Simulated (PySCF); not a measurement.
C5H10.

```xyz
15

C     -0.9275    -1.4646     0.5735
C     -0.5059    -0.2424     0.2284
C     -1.3876     0.7205    -0.5110
C      0.8830     0.2355     0.5655
C      1.7571     0.5179    -0.6536
H     -1.9360    -1.8116     0.3304
H     -0.2775    -2.1589     1.1139
H     -1.4757     1.6731     0.0386
H     -0.9712     0.9681    -1.5014
H     -2.3974     0.3144    -0.6617
H      0.8032     1.1570     1.1714
H      1.3749    -0.5140     1.2053
H      2.7674     0.8303    -0.3490
H      1.8560    -0.3806    -1.2825
H      1.3421     1.3210    -1.2817
```

Geometry optimised at PBE0-D3(BJ)/def2-SVP. One conformer was computed; it need not be the lowest.

All values below come from PBE0/pcSseg-1 (PySCF). Non-relativistic, no solvent.

Computed absolute GIAO shielding of each atom: isotropic value and principal components (ppm):
```json
[
 {"atom": "C1", "σ(iso)": "66.1", "σ11": "-35.9", "σ22": "98.7", "σ33": "135.3", "span": "171.2"},
 {"atom": "C2", "σ(iso)": "28.2", "σ11": "-98.7", "σ22": "24.4", "σ33": "158.9", "span": "257.7"},
 {"atom": "C3", "σ(iso)": "161.6", "σ11": "144.0", "σ22": "155.8", "σ33": "184.8", "span": "40.8"},
 {"atom": "C4", "σ(iso)": "148.7", "σ11": "137.9", "σ22": "138.5", "σ33": "169.7", "span": "31.8"},
 {"atom": "C5", "σ(iso)": "169.0", "σ11": "156.6", "σ22": "166.3", "σ33": "184.0", "span": "27.4"},
 {"atom": "H6", "σ(iso)": "26.3", "σ11": "23.4", "σ22": "24.9", "σ33": "30.5", "span": "7.1"},
 {"atom": "H7", "σ(iso)": "26.2", "σ11": "23.1", "σ22": "25.0", "σ33": "30.5", "span": "7.4"},
 {"atom": "H8", "σ(iso)": "29.8", "σ11": "26.1", "σ22": "28.0", "σ33": "35.2", "span": "9.1"},
 {"atom": "H9", "σ(iso)": "29.2", "σ11": "24.8", "σ22": "29.1", "σ33": "33.8", "span": "9.0"},
 {"atom": "H10", "σ(iso)": "29.5", "σ11": "25.7", "σ22": "28.3", "σ33": "34.6", "span": "8.8"},
 {"atom": "H11", "σ(iso)": "29.4", "σ11": "26.0", "σ22": "28.0", "σ33": "34.0", "span": "8.0"},
 {"atom": "H12", "σ(iso)": "29.2", "σ11": "25.0", "σ22": "28.9", "σ33": "33.8", "span": "8.9"},
 {"atom": "H13", "σ(iso)": "30.2", "σ11": "26.1", "σ22": "27.4", "σ33": "37.0", "span": "10.9"},
 {"atom": "H14", "σ(iso)": "30.5", "σ11": "26.9", "σ22": "28.5", "σ33": "36.2", "span": "9.3"},
 {"atom": "H15", "σ(iso)": "30.0", "σ11": "25.5", "σ22": "29.7", "σ33": "35.0", "span": "9.5"}
]
```
